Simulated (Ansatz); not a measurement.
CH7AlOSi, 11 atoms. Total charge 0; spin multiplicity 1. The bonds changed during the relaxation, so this is another structure than the one it started from. All runs use 2 threads of an Arm Neoverse V1 on a shared host. Correlated methods freeze the cores.

(1) How many basis functions does each run have, and how long does it take in Ansatz? RKS PBE0-D4/def2-TZVP relaxation (8 steps); RKS ωB97M-V/def2-QZVPP energy; RKS PBE0-D4/def2-QZVPP energy; RKS ωB97M-V/def2-SVP energy; RKS PBE0-D4/def2-TZVP frequencies; RHF-CCSD(T)/def2-SVP energy; RKS PBE0-D4/def2-SVP energy; direct RPA on PBE orbitals/def2-TZVPP energy; RHF-CCSD(T)/def2-TZVPP energy; RHF-MP2/def2-QZVPP energy; RKS PBE0-D4/def2-TZVPP energy; RKS LC-ωPBE/def2-TZVPP energy. (An estimate is asked.)

Results:

(1) Ansatz gave: Other jobs shared the machine, so times are rough.

```
                                level                   job  functions  wall time  peak host memory (GiB)
                 RKS PBE0-D4/def2-SVP                energy         99      1.4 s                    0.21
               RKS LC-ωPBE/def2-TZVPP                energy        244        4 s                    0.42
                 RHF-CCSD(T)/def2-SVP                energy         99      4.3 s                    0.36
               RKS PBE0-D4/def2-TZVPP                energy        244      4.5 s                    0.55
                 RKS ωB97M-V/def2-SVP                energy         99        7 s                     0.3
direct RPA on PBE orbitals/def2-TZVPP                energy        244      7.5 s                    0.52
               RKS PBE0-D4/def2-QZVPP                energy        464       14 s                     1.4
                   RHF-MP2/def2-QZVPP                energy        464       32 s                     2.5
               RKS ωB97M-V/def2-QZVPP                energy        464       33 s                     1.7
                RKS PBE0-D4/def2-TZVP  relaxation (8 steps)        178       43 s                    0.41
                RKS PBE0-D4/def2-TZVP           frequencies        178    3.7 min                    0.41
               RHF-CCSD(T)/def2-TZVPP                energy        244    9.2 min                     1.9
```

LC-ωPBE has ω = 0.4 bohr⁻¹.
